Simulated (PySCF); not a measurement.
C₃H₅O, multiplicity 2. Atoms are numbered in the order given.

```xyz
9

C      1.1880     0.8858     0.0000
C      0.1111     0.0987     0.0000
C      0.1626    -1.4023     0.0000
O     -1.1938     0.5504     0.0000
H      1.4725     1.9430     0.0000
H      1.2056    -1.7658     0.0000
H     -0.3623    -1.8001    -0.8936
H     -0.3623    -1.8001     0.8936
H     -1.1739     1.5268     0.0000
```
Charge 0, spin multiplicity 2.

Geometry optimised at PBE-D3(BJ)/def2-SVP. The isomer is the one that the SMILES or the coordinates give; other isomers of the formula were not compared. One conformer was computed; it need not be the lowest.

The numbers are results of PBE-D3(BJ)/def2-SVP run with PySCF, not measurements.

Frequencies are harmonic and unscaled.

| mode | ν (cm⁻¹) | IR (km/mol) | moving atoms (share of kinetic energy) |
|---|---|---|---|
| 1 | 173 | 1.3 | H 93 % |
| 2 | 378 | 6.5 | C 44 %, H 41 %, O 15 % |
| 3 | 426 | 8.3 | H 40 %, C 30 %, O 30 % |
| 4 | 432 | 142.0 | H 89 %, C 9 % |
| 5 | 480 | 2.5 | H 82 %, C 13 % |
| 6 | 505 | 44.4 | C 63 %, H 32 % |
| 7 | 720 | 44.4 | H 56 %, C 42 % |
| 8 | 883 | 0.7 | C 51 %, O 29 %, H 20 % |
| 9 | 965 | 21.0 | H 64 %, C 30 % |
| 10 | 1005 | 1.0 | H 62 %, C 38 % |
| 11 | 1149 | 179.8 | H 42 %, C 36 %, O 22 % |
| 12 | 1271 | 0.9 | H 60 %, C 35 % |
| 13 | 1339 | 13.4 | H 63 %, C 36 % |
| 14 | 1391 | 9.4 | H 97 % |
| 15 | 1394 | 12.7 | H 95 % |
| 16 | 1665 | 96.4 | C 90 %, H 8 % |
| 17 | 2972 | 13.1 | H 97 % |
| 18 | 3048 | 7.9 | H 91 %, C 9 % |
| 19 | 3106 | 4.4 | H 91 %, C 9 % |
| 20 | 3219 | 3.7 | H 90 %, C 10 % |
| 21 | 3684 | 27.4 | H 94 % |
